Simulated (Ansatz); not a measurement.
Ansatz (an electronic-structure program) input (CCSD(T)/aug-cc-pV(D+d)Z):
A basis named .json is the Basis Set Exchange file of that set.

Ansatz 0.2 input:
```yaml
crystal:
  periodic: [false, false, false]
  atoms:
    - {symbol: Si, position_ang: [2.05537994, 0.04510173, 0.01088315]}
    - {symbol: C, position_ang: [0.20884959, -0.03776985, 0.02708787]}
    - {symbol: C, position_ang: [-0.61194291, -0.99651642, 0.59985313]}
    - {symbol: C, position_ang: [-1.96004022, -0.63841935, 0.35488650]}
    - {symbol: C, position_ang: [-1.94247726, 0.53413303, -0.36410752]}
    - {symbol: N, position_ang: [-0.63712315, 0.88657627, -0.55583640]}
    - {symbol: H, position_ang: [2.55357374, 1.28480501, 0.65925655]}
    - {symbol: H, position_ang: [2.59170933, 0.03750225, -1.37394261]}
    - {symbol: H, position_ang: [2.56570054, -1.13363385, 0.74357159]}
    - {symbol: H, position_ang: [-0.26627474, -1.86370464, 1.13832892]}
    - {symbol: H, position_ang: [-2.84092471, -1.17392521, 0.66687998]}
    - {symbol: H, position_ang: [-2.74763653, 1.13664003, -0.74882826]}
    - {symbol: H, position_ang: [-0.33793986, 1.70629390, -1.05309537]}
basis:
  gaussian:
    orbitals: aug-cc-pV_D+d_Z.json
magnetization: {spin_polarized: true, initial_magnetization: 2}
correlation: {method: ccsd_t, electrons: outside_noble_gas}
```

End of the output:

```
determinant -13573.69197739 eV, -498.8239795902 hartree, with singles and doubles -13596.51427085 eV, -499.6626834055 hartree
determinant -13573.53298722 eV, -498.8181368092 hartree, with singles and doubles -13596.42039233 eV, -499.6592334335 hartree
determinant -13573.44670256 eV, -498.8149659065 hartree, with singles and doubles -13596.53888934 eV, -499.6635881183 hartree
determinant -13572.59650591 eV, -498.7837217558 hartree, with singles and doubles -13595.56271767 eV, -499.6277144708 hartree
determinant -13573.69197739 eV, -498.8239795902 hartree, with singles and doubles -13596.50757307 eV, -499.6624372663 hartree
determinant -13573.53298722 eV, -498.8181368092 hartree, with singles and doubles -13596.45371428 eV, -499.6604579924 hartree
determinant -13573.44670256 eV, -498.8149659065 hartree, with singles and doubles -13596.50766065 eV, -499.6624404851 hartree
10 core orbitals not correlated
reference -13573.44670256 eV, -498.8149659064 hartree; 17, 15 occupied and 183, 185 virtual orbitals, 2119 factors
second order -21.32807776 eV of doubles, -0.00000000 eV of singles
coupled cluster: 13.08 GiB planned
cycle   1  -23.06095988 eV  change   -1.8e-6 eV  update   4.2e-6
coupled cluster: 13.08 GiB planned
perturbative correction -0.94775551 eV, -0.0348293728 hartree
Total energy: -13597.45541795 eV, -499.6972699234 hartree
```

This state (charge 0, triplet) is run at the relaxed geometry of the species with charge 0 and multiplicity 1, and is a spin state other than that species' own.
